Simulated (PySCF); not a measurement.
**H₂WO + 2 HF → H₄WO + F₂**

Level: PBE0 in the def2-TZVP basis family, computed in PySCF with density fitting; scalar-relativistic core potentials for atoms from Rb on, none lighter, no spin–orbit coupling; open shells unrestricted.

```csv
species,state and structure,E (Eh),ZPE (kJ/mol),H(298 K) − H(0) (kJ/mol),S° (J/(mol K))
H₂WO,"triplet, C2v, W–H 1.749 Å (×2), W–O 1.676 Å; H–W–H 127.0°, H–W–O 116.5° (×2)",-143.42256,38.9,11.8,274.7
HF,"singlet, C∞v, H–F 0.920 Å",-100.39188,24.9,8.7,173.6
H₄WO,"singlet, Cs, W–H 1.685 Å (×2), W–H 1.697 Å, W–H 1.772 Å, W–O 1.672 Å; H–W–H 59.4° (×2), H–W–H 110.4° (×2), H–W–H 118.7°, H–W–H 132.1°, H–W–O 99.1° (×2), H–W–O 109.2°",-144.63590,84.5,12.9,280.8
F₂,"singlet, D∞h, F–F 1.376 Å",-199.40856,6.6,8.7,201.9
```

(1) What is the electronic reaction energy?

(2) Add zero-point, thermal and entropy terms for 298.15 K and 1 bar.

Answers

(1) At PBE0/def2-TZVP, ΔE = 425.0 kJ/mol from the differences of the total energies times 2625.5, uphill. 

(2) ΔZPE = 2.4 and Δ[H(298) − H(0)] = -7.6 kJ/mol give ΔH° = 419.8 kJ/mol. ΔS° = -139.2 J/(mol K), so ΔG° = 419.8 − 298.15 × (-0.1392) = 461 kJ/mol.

Spin–orbit coupling can matter for H₂WO, H₄WO and is left out. Open d or f shells are single determinants, so the state found may not be the ground state. Only the bonding shown was studied: isomers, or loss of a ligand pair, can lie lower.
